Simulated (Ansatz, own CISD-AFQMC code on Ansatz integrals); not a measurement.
C3H5N, SMILES `C1=NCC1` (charge 0, multiplicity 1).

Cartesian coordinates (Å):
```xyz
9

C      1.0999    -0.1754    -0.3030
N      0.4093    -1.2474    -0.4303
C     -0.8181    -0.5351     0.0466
C      0.0343     0.7593     0.1960
H      2.1605    -0.0631    -0.5196
H     -1.6047    -0.5068    -0.7079
H     -1.2143    -0.9576     0.9704
H      0.1614     1.1381     1.2114
H     -0.2283     1.5880    -0.4636
```
Charge 0, multiplicity 1.

Frozen-core correlation energies in cc-pVDZ at a geometry from B3LYP-D3(BJ)/def2-TZVP, on an HF energy of -170.91344 Ha (<S^2> = 0.00, restricted and unstable towards unrestricted orbitals). Wave-function levels are from Ansatz, the walk from an own CISD-AFQMC code on Ansatz integrals (time step 0.005/Ha, trial state from CCSD amplitudes, largest double 0.12).

| level | correlation energy (mHa) |
|---|---|
| MP2 | -567.6 |
| CCSD | -605.2 |
| CCSD(T) | -627.2 |

Question: What correlation energy does phaseless AFQMC give, and where does it lie among these levels?

Answer: -629.1 ± 0.4 mHa (one standard error). AFQMC minus each level: MP2 -61.5 mHa, CCSD -23.9 mHa, CCSD(T) -1.9 mHa.
